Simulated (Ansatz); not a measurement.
`[F][In]([Cl])[O][SiH3]`. The species carries charge 0 and has multiplicity 1. In takes the def2 core potential. The geometry is a stationary point of PBE0-D4/def2-TZVP. It is one conformer, not always the lowest.

```xyz
8

F     1.733   -1.381   -1.618
In    1.149    0.438   -1.333
Cl    2.026    2.125   -2.592
O    -0.191    0.700    0.054
Si   -0.990   -0.256    1.122
H    -0.036   -0.989    1.999
H    -1.836   -1.254    0.413
H    -1.854    0.617    1.955
```

(1) What is the dipole moment at ωB97M-V/def2-TZVPP? (Best estimate.)

(2) And with PBE, r2SCAN, B3LYP? (An estimate is asked.)

(3) Give the Mulliken charges with ωB97M-V, B3LYP, PBE in def2-TZVPP. (Estimate.)

Answers

(1) Computed: 0.95 D, with components (-0.37, 0.84, 0.24) D in this frame, pointing from negative to positive charge.

(2) Computed: PBE 0.95 D, r2SCAN 0.96 D, B3LYP 1.00 D.

(3) The calculation gave: 
```tsv
atom	ωB97M-V	B3LYP	PBE
F1	-0.46	-0.46	-0.41
In2	1.10	1.11	0.99
Cl3	-0.29	-0.31	-0.29
O4	-0.56	-0.53	-0.45
Si5	0.32	0.42	0.35
H6	-0.04	-0.08	-0.07
H7	-0.04	-0.08	-0.07
H8	-0.04	-0.07	-0.06
```

B3LYP here is the variant with VWN-RPA as its local correlation; programs differ in this.
